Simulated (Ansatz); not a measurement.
Basis-set extrapolation for CH3ClFNSi2 (`N#C[SiH](Cl)[SiH2]F`) (PBE0-D4/def2-TZVP geometry, frozen core, Ansatz). Multiplicity 1, RHF reference.

```csv
,def2-TZVPP,def2-QZVPP
HF,-1231.101749,-1231.140995
MP2 correlation,-1.002117,-1.087203
CCSD(T) correlation,-1.089126,not run
```

Energies in hartree. Use E(X) = E(∞) + A·exp(−7.88·√X) for Hartree–Fock and E(X) = E(∞) + B·X^(−2.97) for correlation, with X = 3 and 4, and add CCSD(T) minus MP2 of the smaller set to the MP2 limit.

Problem. What is the CCSD(T) energy at the basis-set limit?

Solution. HF limit: -1231.140995 + (-0.039246) × 0.13774 = -1231.14640. MP2 limit: -1.087203 + (-0.085086) × 0.74074 = -1.15023. Higher-order term: -1.089126 − (-1.002117) = -0.08701. Total: -1232.38364 hartree, 506.1 kJ/mol below CCSD(T)/def2-TZVPP.
